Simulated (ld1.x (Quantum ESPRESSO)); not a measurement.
## u(r) = r·R(r): atom against pseudo-atom (hafnium (Hf))

Columns: radius, all-electron u(r) and pseudo u(r) of the 5p shell (level -35.95 eV) of hafnium in the configuration [Kr] 4d10 4f14 5s2 5p6 5d2 6s1.75 6p0.25; PBE, scalar-relativistic, ultrasoft scheme, ld1.x (Quantum ESPRESSO) 7.5.

```
r (bohr)  all-electron   pseudo
   0.168       -0.3219  -0.0299
   0.335        0.4369  -0.1140
   0.503        0.3166  -0.2391
   0.670       -0.2568  -0.3834
   0.838       -0.7138  -0.5255
   1.005       -0.9430  -0.6423
   1.172       -0.9981  -0.7189
   1.340       -0.9473  -0.7474
   1.508       -0.8439  -0.7279
   1.675       -0.7229  -0.6691
   1.842       -0.6030  -0.5849
   2.010       -0.4933  -0.4898
   2.178       -0.3982  -0.3981
   2.345       -0.3187  -0.3187
   2.512       -0.2533  -0.2533
   2.680       -0.1999  -0.1999
   2.848       -0.1572  -0.1572
   3.015       -0.1233  -0.1233
   3.182       -0.0964  -0.0964
   3.350       -0.0751  -0.0751
   3.518       -0.0584  -0.0584
   3.685       -0.0453  -0.0453
   3.852       -0.0351  -0.0351
   4.020       -0.0272  -0.0272
   4.188       -0.0210  -0.0210
   4.355       -0.0162  -0.0162
```

Question: How many radial nodes do the two functions have?

Answer: The all-electron 5p function has n − l − 1 = 3 (the table is too coarse to show those close to the nucleus); the pseudo-wave has 0, since the states of the same l below it are removed with the core.

Question: At about which radius was the pseudo-wave matched?

Answer: 2.40 bohr. The columns agree to 0.0005 from 2.18 bohr on; several derivatives are matched, so the curves merge somewhat inside the radius.

Question: Is the pseudo-wave norm-conserving?

Answer: No, it belongs to an ultrasoft set: the norm inside the radius is not constrained, and the difference is carried by the augmentation charge.
